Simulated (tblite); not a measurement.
Parent: `[O:1]=[C:2]1[CH2:3][CH2:4][PH:5](=[S:6])[CH2:7][CH2:8]1` with O1–C2–C3–C4 -115°, C2–C3–C4–P5 -63°, C3–C4–P5–S6 -67°, C4–P5–C7–C8 -59°, C5H9OPS.

Computed geometry: GFN2-xTB, gas phase. One conformer each, not checked by frequencies here.

```
coordinate of the parent    value
                   O1=C2  1.203 Å
                   C2–C3  1.516 Å
                   C3–C4  1.531 Å
                   C4–P5  1.841 Å
                   P5=S6  1.929 Å
                   P5–C7  1.841 Å
                   C7–C8  1.531 Å
                   C2–C8  1.516 Å
                O1–C2–C3   122.5°
                O1–C2–C8   122.5°
                C3–C2–C8   114.9°
                C2–C3–C4   111.0°
                C3–C4–P5   107.1°
                C4–P5–S6   116.0°
                C4–P5–C7   100.3°
                S6–P5–C7   116.0°
                P5–C7–C8   107.2°
                C2–C8–C7   111.0°
```

Problem. How does the shared frame change in `[O:1]=[C:2]1[CH2:3][CH2:4][P:5]([PH2:6])(=[S:7])[CH2:8][CH2:9]1` with C4–P5–P6–H 173° and 81°, O1–C2–C3–C4 116°, C2–C3–C4–P5 60°, C3–C4–P5–P6 55°, C4–P5–C8–C9 51°, C5H10OP2S? Atoms pair as O1 = O1, C2 = C2, C3 = C3, C4 = C4, P5 = P5, S6 = S7, C7 = C8, C8 = C9 (parent first).

Solution. 
```tsv
parent	relative	value in the relative	change
O1=C2	O1=C2	1.202 Å	-0.001
C2–C3	C2–C3	1.515 Å	-0.001
C3–C4	C3–C4	1.527 Å	-0.004
C4–P5	C4–P5	1.847 Å	+0.006
P5=S6	P5=S7	1.945 Å	+0.016
P5–C7	P5–C8	1.847 Å	+0.006
C7–C8	C8–C9	1.527 Å	-0.004
C2–C8	C2–C9	1.515 Å	-0.001
O1–C2–C3	O1–C2–C3	122.6°	+0.1
O1–C2–C8	O1–C2–C9	122.6°	+0.1
C3–C2–C8	C3–C2–C9	114.9°	0.0
C2–C3–C4	C2–C3–C4	111.3°	+0.3
C3–C4–P5	C3–C4–P5	111.8°	+4.7
C4–P5–S6	C4–P5–S7	114.8°	-1.2
C4–P5–C7	C4–P5–C8	99.7°	-0.6
S6–P5–C7	S7–P5–C8	114.6°	-1.4
P5–C7–C8	P5–C8–C9	112.1°	+4.9
C2–C8–C7	C2–C9–C8	111.6°	+0.6
```

Of the parent's bonds, P5–S6 changes most (+0.016 Å). Bonds of the relative outside the shared frame: P5–P6 2.208 Å. Point group Cs → Cs.

Problem. How does the shared frame change in `[O:1]=[C:2]1[CH2:3][CH2:4][P:5](=[S:6])([CH2:7][OH:8])[CH2:9][CH2:10]1` with C4–P5–C7–O8 177°, P5–C7–O8–H 54°, O1–C2–C3–C4 115°, C2–C3–C4–P5 62°, C3–C4–P5–S6 66°, C4–P5–C9–C10 59°, C6H11O2PS? Atoms pair as O1 = O1, C2 = C2, C3 = C3, C4 = C4, P5 = P5, S6 = S6, C7 = C9, C8 = C10 (parent first).

Solution. 
| parent | relative | value in the relative | change |
| --- | --- | --- | --- |
| O1=C2 | O1=C2 | 1.203 Å | 0.000 |
| C2–C3 | C2–C3 | 1.516 Å | 0.000 |
| C3–C4 | C3–C4 | 1.531 Å | 0.000 |
| C4–P5 | C4–P5 | 1.846 Å | +0.005 |
| P5=S6 | P5=S6 | 1.940 Å | +0.011 |
| P5–C7 | P5–C9 | 1.842 Å | +0.001 |
| C7–C8 | C9–C10 | 1.530 Å | -0.001 |
| C2–C8 | C2–C10 | 1.515 Å | -0.001 |
| O1–C2–C3 | O1–C2–C3 | 122.4° | -0.1 |
| O1–C2–C8 | O1–C2–C10 | 122.6° | +0.1 |
| C3–C2–C8 | C3–C2–C10 | 115.0° | +0.1 |
| C2–C3–C4 | C2–C3–C4 | 111.3° | +0.3 |
| C3–C4–P5 | C3–C4–P5 | 107.4° | +0.3 |
| C4–P5–S6 | C4–P5–S6 | 115.9° | -0.1 |
| C4–P5–C7 | C4–P5–C9 | 100.2° | -0.1 |
| S6–P5–C7 | S6–P5–C9 | 114.9° | -1.1 |
| P5–C7–C8 | P5–C9–C10 | 107.5° | +0.3 |
| C2–C8–C7 | C2–C10–C9 | 110.9° | -0.1 |

Of the parent's bonds, P5–S6 changes most (+0.011 Å). Bonds of the relative outside the shared frame: P5–C7 1.868, C7–O8 1.394 Å. Point group Cs → C1.
